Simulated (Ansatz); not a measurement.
Job for Ansatz (an electronic-structure program): U-B3LYP/def2-TZVPP on GeO+, 2S+1 = 2, a spin state set in the input, which need not be the lowest, a point of a bond scan (R = 1.779 Å). Charge +1.

Ansatz 0.2 input:
```yaml
crystal:
  periodic: [false, false, false]
  atoms:
    - {symbol: O, position_ang: [0.00000000, 0.00000000, 0.00000000]}
    - {symbol: Ge, position_ang: [0.00000000, 0.00000000, 1.77898100]}
basis:
  gaussian:
    orbitals: def2-TZVPP
    pivot_positions_ang: [[0.00000000, 0.00000000, 0.00000000], [0.00000000, 0.00000000, 1.77898100]]
hamiltonian:
  xc: {name: B3LYP}
total_charge: 1
magnetization: {spin_polarized: true, initial_magnetization: 1}
output: {forces: true, orbitals: {seedname: ./end}}
```

Program output:

```
WARN ansatz: RAYON_NUM_THREADS=2 ignored (pool sized by the plan → 2); use --threads N
Functional definition: B3LYP
integrals: 0.01 GiB planned
540 factors; their error is unknown
mean field: 0.29 GiB planned
mean field evaluation 1: about -58518.0826 eV, gradient 9.5e1 eV
mean field evaluation 2: about -58270.8659 eV, gradient 1.7e2 eV
mean field evaluation 4: about -58554.1486 eV, gradient 2.1e1 eV
mean field evaluation 8: about -58555.8834 eV, gradient 4.3e-1 eV
mean field evaluation 16: about -58556.1075 eV, gradient 2.4e-3 eV
mean field evaluation 32: about -58556.5243 eV, gradient 4.5e-3 eV
mean field -58556.52200835 eV, -2151.9124927706 hartree, gradient 1.6e-5 eV, S^2 0.755632; 4 other end points of the search recorded, 0 dependent functions left out
the calculation of the forces begins
reference -58556.52217112 eV, -2151.9124987523 hartree; 20, 19 occupied and 59, 60 virtual orbitals, 540 factors
Total energy: -58556.52217112 eV, -2151.9124987523 hartree
Atom 0 at     0.000000     0.000000     0.000000 Å, force     0.000000    -0.000000    -0.140107 eV/Å
Atom 1 at     0.000000     0.000000     1.778981 Å, force    -0.000000    -0.000000     0.140107 eV/Å
Dipole moment:    -0.000000    -0.000000     0.479578 e Å
```

The run converged.

Cost: around 10 core-seconds (rough).
